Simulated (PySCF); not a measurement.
CH7ClFNSi2, SMILES [Si@@](Cl)(F)(C)N[SiH3].

Coordinates come from a PBE0-D3(BJ)/def2-SVP optimisation. The structure was generated by enumeration; whether it is a known compound was not checked. Other conformers were not sampled.

All values below come from PBE/def2-TZVP run with PySCF.

```yaml
total_energy: -1235.69417 hartree
highest_occupied_level: -6.69 eV
lowest_empty_level: -0.81 eV
orbital_gap: 5.89 eV
dipole_moment: 1.86 D
quadrupole, principal values (traceless, Buckingham form, about the centre of nuclear charge): -5.70, -2.65, 8.36 D·Å
mean_static_polarisability: 81.9 bohr³ (12.14 Å³)
polarisability_principal_values: 69.9, 79.4, 96.5 bohr³
```
